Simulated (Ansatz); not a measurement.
Born–Oppenheimer molecular dynamics of CH7AlO2 (11 atoms, charge 0, multiplicity 1). It starts from a rough guess of a transition structure, not a stationary point.

All numbers below come from UKS CAM-B3LYP/6-31G (Ansatz).

```yaml
ensemble: NVE (velocity Verlet)
time_step: 0.5 fs
steps_asked: 150
starting_velocities_drawn_for: 1000 K
seed: 118840
```

First frame:

```xyz
11
Properties=species:S:1:pos:R:3
Al -0.969 -0.853 1.256
O 0.050 -0.131 -0.528
C 0.288 0.389 -1.800
H -0.566 -2.289 1.596
H -2.394 -0.316 1.438
H 0.535 0.409 0.523
O 0.563 0.602 1.786
H -0.501 0.071 -2.484
H 0.306 1.481 -1.771
H 1.250 0.024 -2.176
H 1.439 0.613 2.159
```

How far do the bonds stretch over the last three quarters of this one trajectory? (Pairs bonded in most of those frames.)


```json
{"bond": "Al1–O2", "mean (Å)": "2.117", "spread (Å)": "0.120", "shortest": "1.80", "longest": "2.26"}
{"bond": "Al1–H4", "mean (Å)": "1.604", "spread (Å)": "0.069", "shortest": "1.51", "longest": "1.71"}
{"bond": "Al1–H5", "mean (Å)": "1.613", "spread (Å)": "0.048", "shortest": "1.53", "longest": "1.69"}
{"bond": "Al1–O7", "mean (Å)": "1.855", "spread (Å)": "0.162", "shortest": "1.61", "longest": "2.08"}
{"bond": "O2–C3", "mean (Å)": "1.471", "spread (Å)": "0.098", "shortest": "1.33", "longest": "1.63"}
{"bond": "O2–H6", "mean (Å)": "1.016", "spread (Å)": "0.060", "shortest": "0.91", "longest": "1.12"}
{"bond": "C3–H8", "mean (Å)": "1.091", "spread (Å)": "0.017", "shortest": "1.06", "longest": "1.12"}
{"bond": "C3–H9", "mean (Å)": "1.100", "spread (Å)": "0.044", "shortest": "1.03", "longest": "1.17"}
{"bond": "C3–H10", "mean (Å)": "1.099", "spread (Å)": "0.043", "shortest": "1.03", "longest": "1.16"}
{"bond": "O7–H11", "mean (Å)": "0.985", "spread (Å)": "0.045", "shortest": "0.91", "longest": "1.05"}
```

Mean temperature of the second half: 1176 K. The conserved energy stayed within 0.47 meV per atom of its start (net change 0.34 meV per atom), so the integration is sound. A run of 0.075 ps of so small a system gives no equilibrium averages. The orbitals were unrestricted but ended closed-shell. Limits of this set-up: no polarisation functions.

The run took 12 min on 1 thread of Arm Neoverse V1, with other jobs on the host, peak memory 0.18 GiB.
